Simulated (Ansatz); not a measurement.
Relaxation of C2H9ClMgSi (14 atoms, charge 0, multiplicity 1), to a largest force component of 0.03 eV/Å in at most 50 steps.

Computed with RKS PBE0/6-31G* (Ansatz 0.2.0).

```xyz
14
Properties=species:S:1:pos:R:3
Mg -1.460 0.207 1.641
C 1.472 -0.329 -0.135
C 0.732 -1.596 -0.550
Cl -1.488 -1.272 3.303
H 0.883 0.560 -0.338
Si -1.481 1.911 -0.225
H 2.417 -0.224 -0.682
H 1.722 -0.341 0.936
H -0.231 -1.714 -0.020
H 0.507 -1.594 -1.625
H 1.322 -2.493 -0.327
H -1.348 1.265 -1.570
H -2.714 2.757 -0.293
H -0.331 2.864 -0.115
```

Question: Where does it end, and by what steps?

Answer: The forces met the threshold. The force dipped under the threshold on the way, but the program's further checks kept it going. After 14 steps the energy has fallen by 0.081 eV; Cl4 moved furthest, 0.80 Å.

```csv
step,energy less start (eV),largest force component (eV/Å),accepted
0,0.0000,0.401,yes
1,-0.0270,0.093,yes
2,-0.0310,0.047,yes
3,-0.0376,0.086,yes
4,-0.0445,0.168,yes
5,-0.0524,0.241,yes
6,-0.0622,0.294,yes
7,-0.0715,0.209,yes
8,-0.0774,0.108,yes
9,-0.0732,0.108,no
10,-0.0796,0.020,yes
11,-0.0805,0.029,yes
12,-0.0809,0.037,yes
13,-0.0811,0.025,yes
14,-0.0814,0.019,yes
```

```xyz
14
Properties=species:S:1:pos:R:3
Mg -0.944 0.291 1.335
C 1.574 -0.600 0.188
C 0.668 -1.535 -0.606
Cl -0.758 -1.006 3.128
H 1.264 0.455 0.102
Si -1.701 2.026 -0.391
H 2.597 -0.629 -0.200
H 1.622 -0.878 1.247
H -0.361 -1.590 -0.212
H 0.591 -1.229 -1.653
H 1.046 -2.561 -0.571
H -1.757 1.464 -1.779
H -3.061 2.590 -0.119
H -0.776 3.201 -0.470
```

Whether the end is a true minimum wasn't checked by a vibrational analysis.

Time of the run: 75 s on 2 threads of Intel(R) Xeon(R) Platinum 8259CL CPU @ 2.50GHz (Skylake/Cascade Lake) (shared host), peak memory 0.28 GiB.
